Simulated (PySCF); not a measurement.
A structure optimised at r2SCAN-D4/def2-SVP, used in a PySCF frequency run:

```
Si
H 1 1.4943
H 1 1.4949 2 108.67
C 1 1.9064 2 108.94 3 -119.97
F 4 1.3904 1 110.57 2 57.24
H 4 1.1055 5 109.32 1 120.91
H 4 1.1061 6 107.19 5 -117.93
Si 1 2.3441 2 111.16 3 123.13
O 8 1.6791 1 102.70 2 78.53
H 9 0.9649 8 116.94 1 179.36
H 8 1.4994 9 112.10 10 -59.02
H 8 1.5012 11 106.70 9 -122.15
```
Charge 0, spin multiplicity 1.

**Question.** Write its SMILES and formula.

**Answer.** O[SiH2][SiH2]CF, CH7FOSi2

**Question.** What are its rotational constants (standard atomic weights)?

**Answer.** 5.9001, 1.3760, 1.1839 GHz
